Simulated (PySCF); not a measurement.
From one molecule to another.

First species: C₆H₁₃FOSi₂.
SMILES: `[SiH3]/C(OC)=C(/[SiH2]C1CC1)F`

Second species: C6H13FOSi2.
Atom-mapped SMILES: `[CH:1]#[C:2][C@@H:3]([F:4])[CH2:5][C@H:6]([SiH3:7])[CH2:8][O:9][SiH3:10]` (hydrogens: H11 on C1; H12 on C3; H13, H14 on C5; H15 on C6; H16, H17, H18 on Si7; H19, H20 on C8; H21, H22, H23 on Si10)

Geometry (GFN2-xTB, Å), atoms numbered from 1 in this order:
```
atom  x, y, z in Å
C1    -2.4876    3.5102   -0.7091
C2    -2.2926    2.3710   -0.3989
C3    -2.0707    0.9739   -0.0687
F4    -3.1027    0.2048   -0.5900
C5    -0.7372    0.4798   -0.6277
C6    -0.4594   -0.9859   -0.2946
Si7   -0.3424   -1.3263    1.5878
C8     0.8886   -1.3901   -0.8713
O9     1.8839   -0.9602    0.0187
Si10   3.3258   -0.2942   -0.3022
H11   -2.6506    4.5164   -0.9584
H12   -2.1171    0.8341    1.0208
H13    0.0562    1.1089   -0.2184
H14   -0.7536    0.6160   -1.7148
H15   -1.2392   -1.5959   -0.7575
H16    0.3854   -2.5720    1.8079
H17   -1.7081   -1.4961    2.1011
H18    0.2845   -0.1932    2.2666
H19    1.0519   -0.9645   -1.8690
H20    0.9553   -2.4815   -0.9548
H21    3.1649    0.9126   -1.1222
H22    3.7641   -0.0174    1.0549
H23    4.1959   -1.2233   -1.0309
```

Levels: PBE0/pcSseg-1 for dipole moment, HOMO energy, LUMO energy and HOMO–LUMO gap; GFN2-xTB for rotational constant A and rotational constant C. Geometries: GFN2-xTB. Each species is one conformer at its optimised geometry, gas phase, non-relativistic unless stated; the electronic structure was computed with PySCF and density fitting.

The conformers computed, where there is a choice (atom-mapped SMILES and torsion angles):
- `[CH3:1][O:2]/[C:3]([SiH3:4])=[C:5](/[F:6])[SiH2:7][CH:8]1[CH2:9][CH2:10]1`: C1–O2–C3–Si4 -19°, C3–C5–Si7–C8 69°, C5–Si7–C8–C9 -163°
- `[CH:1]#[C:2][C@@H:3]([F:4])[CH2:5][C@H:6]([SiH3:7])[CH2:8][O:9][SiH3:10]`: C2–C3–C5–C6 180°, C3–C5–C6–Si7 -62°, C5–C6–C8–O9 82°, C6–C8–O9–Si10 -139°

```tsv
property	column X	column Y
dipole moment	2.17 D	2.54 D
HOMO energy	-8.05 eV	-6.41 eV
LUMO energy	0.17 eV	-0.42 eV
HOMO–LUMO gap	8.22 eV	5.99 eV
rotational constant A	1.388 GHz	1.471 GHz
rotational constant C	0.409 GHz	0.462 GHz
```

Question: Which column belongs to which species?

Answer: Column X is the second species and column Y the first. The first has 23 atoms and 94 electrons, the second 23 and 94.

Question: How does each property change from the first species to the second?

Answer: dipole moment -0.37 D; HOMO energy -1.64 eV; LUMO energy +0.59 eV; HOMO–LUMO gap +2.23 eV; rotational constant A -0.083 GHz; rotational constant C -0.053 GHz.

On the first: A dipole of 2.54 D is allowed in C1, and pure rotational transitions are dipole-allowed. In atomic units the dipole is 1.00 e·bohr (1 au = 2.5417 D).

On the second: The dipole equals about 7.2 × 10⁻³⁰ C·m (1 D = 3.33564 × 10⁻³⁰ C·m).
